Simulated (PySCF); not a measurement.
**Identify the compound**

Molecular formula: C6H13OP. Simulated spectra:

¹H NMR (300 MHz, computed): δ 9.42 (m, 1H), 3.78 (s, 3H), 1.27 (m, 9H).

¹³C{¹H} NMR (computed): δ 218.2 (CH), 61.3 (CH3), 34.5 (CH3), 34.4 (C).

Level of theory: geometry from GFN2-xTB, GIAO PBE0/pcSseg-1 shieldings, in PySCF (in vacuum, non-relativistic Hamiltonian, one computed conformer, rapidly exchanging positions averaged).

Chemical shifts δ = σref − σ; TMS for ¹H and ¹³C, all at this level.

**Question.** Which candidate is it?
A. CO/C=P/C(C)(C)C
B. C[C@@H]1CCCC[P@H]1=O
C. CP1(=O)CCCCC1

**Answer.** A. 

- 4 carbon signals for 6 carbons: some carbons are equivalent by symmetry or fast rotation.
- Carbon types of the structure: 1 × C, 1 × CH, 4 × CH3, which accounts for all hydrogens.
- δC 218.2: carbon double-bonded to a heavier main-group atom.
- δC 61.3: methyl carbon bonded to O; the inductive effect lowers its shielding.
- δC 34.5: methyl carbon; a saturated carbon with 1 carbon neighbour and no heteroatom attached.
- δH 9.42: hydrogen on a carbon double-bonded to a heavier main-group atom.
- δH 3.78: hydrogen on a methyl carbon bonded to O; its carbon carries O, which withdraws density.

The others: C[C@@H]1CCCC[P@H]1=O would give 6 carbon signals, not 4; CP1(=O)CCCCC1 would give 7 signals for carbon-bound and other non-exchanging H, not 3.

Splittings by ³¹P in the carbon and heteronuclear signals aren't shown, as no couplings were computed. Shifts are as computed. Against solution values, carbons near 30 ppm lie about +3 ppm off and those near 130 ppm about +5 ppm. Of 1211 compounds with measured shifts, 218 miss one by over three times the rms of a fit or turn the order of signals round; such compounds aren't used in these exercises. Multiplicities follow the n + 1 count of equivalent neighbours, as no J values were calculated; m marks all less simple cases, F and P coupling included.
